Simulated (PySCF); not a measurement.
Species: C2H6Cl2Sn.
Numbering: `[CH3:1][Sn:2]([CH3:3])([Cl:4])[Cl:5]` (hydrogens: H6, H7, H8 on C1; H9, H10, H11 on C3)

Method: PBE0-D3(BJ)/def2-SVP geometry optimisation, gas phase, def2 core potentials past Kr (PySCF 2.14.0); density fitting, grid level 1; the optimiser is geomeTRIC in internal coordinates, started from a GFN2-xTB structure with every atom displaced at random (about 0.01 Å).

Step 0: E = -33031.3262 eV
```
atom  x, y, z in Å  |  force x, y, z in eV/Å
C1      1.6577   -1.0333    0.4732   -0.716   2.051  -0.494
Sn2     0.1537    0.5943    0.0945   -0.096  -1.364  -0.436
C3     -1.8992    0.1176   -0.6289    1.415   0.080   1.293
Cl4     1.1392    2.0803   -1.4303    0.098   0.061  -0.110
Cl5    -0.0594    1.8250    2.0541   -0.089   0.174   0.385
H6      1.2559   -1.6665    1.2277   -0.424  -0.842   0.842
H7      2.5700   -0.5431    0.8118    0.199   0.157   0.135
H8      1.8367   -1.5405   -0.4573    0.068  -0.484  -0.670
H9     -2.4251    1.0514   -0.7132   -0.396   0.703  -0.154
H10    -2.3756   -0.5184    0.1202   -0.093  -0.123   0.144
H11    -1.8183   -0.3942   -1.5648    0.034  -0.414  -0.936
```

Step 1: E = -33031.4986 eV
```
atom  x, y, z in Å  |  force x, y, z in eV/Å
C1      1.5283   -0.9734    0.4385    0.407  -0.362   0.191
Sn2     0.1700    0.5870    0.0876   -0.214   0.312   0.017
C3     -1.7693    0.1227   -0.5842   -0.402  -0.153  -0.265
Cl4     1.1637    2.0544   -1.4582    0.031   0.062  -0.037
Cl5    -0.0957    1.7956    2.0872    0.005   0.030   0.023
H6      1.1919   -1.6588    1.2382   -0.020   0.186  -0.206
H7      2.4603   -0.4890    0.7543    0.142  -0.086   0.037
H8      1.7134   -1.5300   -0.4933   -0.039   0.013   0.087
H9     -2.4023    1.0173   -0.6969    0.191  -0.053   0.012
H10    -2.2254   -0.5422    0.1611   -0.056  -0.049   0.026
H11    -1.6993   -0.4111   -1.5474   -0.045   0.098   0.115
```

**Question.** Estimate the geometry and energy of step 2. (The exact step hangs on the optimiser's Hessian estimate; all steps are aligned on step 1, rigid shifts and turns removed.)

**Answer.** E = -33031.5162 eV, largest force 0.355 eV/Å
```
atom  x, y, z in Å  |  force x, y, z in eV/Å
C1      1.5823   -0.9909    0.4523   -0.027   0.299  -0.015
Sn2     0.1631    0.5981    0.0854    0.010  -0.354  -0.020
C3     -1.8139    0.1246   -0.5976    0.104  -0.116   0.053
Cl4     1.1509    2.0788   -1.4606   -0.036  -0.001   0.015
Cl5    -0.1030    1.8119    2.0848   -0.003  -0.010  -0.025
H6      1.2270   -1.6645    1.2443   -0.094   0.041  -0.019
H7      2.5269   -0.5293    0.7738   -0.028   0.020   0.000
H8      1.7614   -1.5558   -0.4729   -0.065   0.010  -0.014
H9     -2.4182    1.0346   -0.7030    0.091   0.063   0.018
H10    -2.2846   -0.5378    0.1439    0.021   0.018   0.003
H11    -1.7563   -0.3972   -1.5633    0.025   0.030   0.004
```

The energy changes by -0.0176 eV. The first-order estimate −F·Δx gives -0.0696 eV and the mean of the old and new forces, exact on a quadratic surface, -0.0204 eV. The step makes an angle of 63° with the force vector and moves no atom by more than 0.080 Å.

The cost below is that of the whole optimisation. The run took 64 s on one thread, Arm Neoverse V2 (aarch64), no GPU, shared host with 96 logical CPUs at a one-minute load of 14, and the process peaked at 0.52 GiB of memory.
